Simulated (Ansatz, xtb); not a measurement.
**Cl2GaHNSi: which of two structures lies lower**

Structure X: `Cl[Si](Cl)[NH][Ga]`, a doublet. Structure Y: a doublet given by its coordinates. Both are isolated molecules in the gas phase, relaxed with PBE0-D3(BJ)/def2-SVP; the shapes shown needn't be the lowest conformers.

X (Å):

```xyz
6

Cl   -2.5996   -1.5319    1.8759
Cl   -0.1003    0.7195    2.2805
Ga   -1.4868    2.7325    0.3807
N    -1.8517    0.8765   -0.0898
Si   -1.1946   -0.3864    0.8437
H    -2.4672    0.6347   -0.8659
```

Y (Å):

```xyz
6

Cl   -0.7204    1.5341    0.8486
Cl   -0.3140    0.5048   -2.8112
Ga    0.8807    0.6710   -0.9867
N     0.6791   -0.8419    0.2034
Si   -0.3383   -0.5716    1.5244
H     1.1350   -1.7385    0.0432
```

Close contacts (Å): Cl1–Ga3 2.58, Cl1–Si5 2.24, Cl2–Ga3 2.19, Ga3–N4 1.94, N4–Si5 1.69, N4–H6 1.02.

Energies in hartree; the thermal terms are from PBE0-D3(BJ)/def2-SVP harmonic frequencies (ideal gas, rigid rotor, one conformer each, 298.15 K, 1 atm) and include the zero-point energy:

|  | X | Y |
| --- | --- | --- |
| E, CCSD(T)/def2-SVP | −3186.408992 | −3186.408915 |
| E, MP2/def2-SVP | −3186.356572 | −3186.355866 |
| E, MP2/def2-TZVPP | −3187.281454 | −3187.273835 |
| zero-point energy | 0.018770 | 0.018656 |
| H(298 K) − E | 0.026772 | 0.026757 |
| G(298 K) − E | −0.016155 | −0.015915 |

Q: Correct the CCSD(T) difference for the basis set by the MP2 change, then work out ΔE, ΔE₀, ΔH and ΔG for X → Y in kcal/mol (1 Eh = 627.51 kcal/mol) and the equilibrium ratio [Y]/[X].

A: 1. Differences Y − X: CCSD(T) +0.000077, MP2 in the small set +0.000706, MP2 in the large set +0.007619 Eh.
2. ΔE = +0.000077 + (+0.007619 − (+0.000706)) = +0.006990 Eh = +4.39 kcal/mol.
3. ΔE₀ = ΔE + ΔZPE = +0.006990 + (−0.000114) Eh = +4.31 kcal/mol.
4. ΔH = ΔE + (−0.000015) Eh = +4.38 kcal/mol.
5. ΔG = ΔE + (+0.000240) Eh = +4.54 kcal/mol, so ΔS = (ΔH − ΔG)/T = −2.2 J/(mol K).
6. kT = 0.9442 mEh, so K = [Y]/[X] = exp(−ΔG/kT) = exp(−7.66) ≈ 4.7 × 10^−4.

The sums favour X, but ΔE leans on the basis-set step (CCSD(T) alone has the other sign or is under 1 kcal/mol), so the order isn't settled. An error of 1 kcal/mol in ΔG would change K by a factor of 5.4. The basis-set step is large, which makes the value less sure. MP2/def2-SVP, CCSD(T)/def2-SVP found them nearly level. Mirror images and further conformers aren't counted.

Other levels gave ΔE = +5.6 (PBE0-D3(BJ)/def2-SVP); +3.0 (HF/def2-SVP); +0.4 (MP2/def2-SVP); 0.0 (CCSD(T)/def2-SVP) kcal/mol. Open shells are spin-unrestricted. The correlated steps freeze 25 core orbitals; the filled d shell of Ga is correlated, in a basis made for valence electrons. Programs: Ansatz 0.2.0.
